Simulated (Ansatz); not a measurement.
One change: `CCSS[SiH3]` becomes `CCSSCC`.

Ansatz, PBE0-D4/def2-TZVP geometries, multiplicity 1. Each molecule was computed in one conformer, which needn't be the lowest.

| property | `CCSS[SiH3]` |
| --- | --- |
| zero-point energy (PBE0-D4/def2-TZVP) / kJ/mol | 247.9 |
| HOMO energy (ωB97M-V/def2-TZVPP) / eV | -8.91 |
| HOMO energy (B3LYP/def2-TZVPP) / eV | -6.54 |
| HOMO–LUMO gap (PBE0/def2-TZVPP) / eV | 5.98 |
| LUMO energy (ωB97M-V/def2-TZVPP) / eV | 1.25 |
| size of the dipole moment (PBE/def2-TZVPP) / D | 1.73 |

Task: Give the same properties after the change, and the shifts. (An estimate is asked.)

Result: Ansatz gave: 
| property | `CCSSCC` | shift |
| --- | --- | --- |
| zero-point energy (PBE0-D4/def2-TZVP) / kJ/mol | 354.1 | 106.2 |
| HOMO energy (ωB97M-V/def2-TZVPP) / eV | -8.81 | 0.10 |
| HOMO energy (B3LYP/def2-TZVPP) / eV | -6.41 | 0.13 |
| HOMO–LUMO gap (PBE0/def2-TZVPP) / eV | 6.64 | 0.66 |
| LUMO energy (ωB97M-V/def2-TZVPP) / eV | 2.04 | 0.79 |
| size of the dipole moment (PBE/def2-TZVPP) / D | 1.99 | 0.26 |

With PBE0 the HOMO rises by 0.13 eV and the LUMO rises by 0.79 eV, so the gap widens by about 0.66 eV. PBE moves the HOMO by 0.14 eV and ωB97M-V by 0.10 eV. The zero-point energy changes by 106.2 kJ/mol with +9 modes. Dipoles are sizes alone; their direction can turn.

B3LYP here is the variant with VWN-RPA as its local correlation; programs differ in this.
